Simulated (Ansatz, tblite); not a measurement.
Cost and result up the ladder for Sn₁₂Cl₁₂O₂₀H₆²⁺ (started as a model of: [(RSn)12O14(OH)6]2+, R = Cl) (50 atoms). Total charge 2; singlet. Geometry: r2SCAN-D4/def2-SVP.

```xyz
50

Sn    2.8256   -1.7685    0.8022
Sn    1.7800   -1.7162   -2.3749
Sn    0.0565   -3.4275   -0.0747
Sn    0.2569    1.1591   -3.0030
Sn   -2.6189   -1.6958    0.8336
Sn    2.0010    1.0719    2.2968
Sn   -0.2568   -1.1592    3.0029
Sn    2.6189    1.6958   -0.8337
Sn   -2.0010   -1.0719   -2.2969
Sn   -2.8256    1.7685   -0.8022
Sn   -1.7800    1.7161    2.3749
Sn   -0.0565    3.4275    0.0746
O     1.0914   -1.6183   -0.3857
O     1.7066   -1.0092    2.4226
O     3.0486    0.3234    0.6312
O     2.0815    0.3718   -2.3078
O    -0.0750   -0.9200   -2.9910
O    -0.8558   -2.5445    1.6112
O    -1.6696   -2.5033   -0.8632
O     0.8557    2.5444   -1.6113
O    -1.7066    1.0093   -2.4227
O    -2.0815   -0.3719    2.3077
O    -3.0487   -0.3233   -0.6313
O     0.0750    0.9200    2.9910
O     1.6696    2.5034    0.8631
O    -1.0914    1.6183    0.3857
O     3.4959   -2.0236   -1.1836
O     1.8672   -3.6402    0.9899
O     0.8795   -3.5911   -2.0122
O    -3.4959    2.0237    1.1836
O    -1.8673    3.6403   -0.9899
O    -0.8794    3.5910    2.0122
Cl    4.8009   -2.3058    1.8823
Cl    2.7226   -2.2017   -4.4323
Cl   -0.7025   -5.6036    0.1392
Cl    0.4272    1.9961   -5.1241
Cl   -4.4839   -2.8782    1.4269
Cl    3.4056    1.8479    3.9257
Cl   -0.4269   -1.9965    5.1239
Cl    4.4838    2.8783   -1.4269
Cl   -3.4058   -1.8476   -3.9258
Cl   -4.8010    2.3059   -1.8822
Cl   -2.7225    2.2015    4.4323
Cl    0.7024    5.6036   -0.1392
H     4.3931   -2.2504   -1.4825
H     2.1958   -4.4316    1.4500
H     0.8631   -4.3653   -2.6005
H    -4.3930    2.2505    1.4826
H    -2.1963    4.4320   -1.4491
H    -0.8622    4.3650    2.6009
```

Ansatz on 11 threads of AMD EPYC 7R13 on a shared host and a whole NVIDIA H100 80GB HBM3; xTB runs through tblite on one thread. Times are rough, summed over both states, and most runs start from the orbitals of an earlier one. No level here is sound enough to serve as a yardstick. The other state is a doublet.

In the def2 sets Sn takes a core potential; there is no spin–orbit coupling. The xTB rows come from tblite. Single mean-field runs in def2-SVP are fitted with def2-universal-jkfit. HOMO above LUMO, or a gap near zero within one spin, warns that the state may not be the lowest or that an electron is smeared out.

Raw xTB energies of ions are shifted by several eV.

```
                         level  functions  wall time
                      GFN1-xTB        308      3.1 s
                      GFN2-xTB        302      4.5 s
               PBE-D4/def2-SVP        838       53 s
BLYP-D4/def2-SVP (with forces)        838       54 s
```

Problem. Estimate what each level gives for the vertical IE (eV).

Solution. 
```
                         level  vertical IE (eV)                                     remarks
                      GFN1-xTB             18.21                                           –
                      GFN2-xTB             19.05                                           –
               PBE-D4/def2-SVP             14.23  gap within one spin near zero (+3 doublet)
BLYP-D4/def2-SVP (with forces)             14.00  gap within one spin near zero (+3 doublet)
```
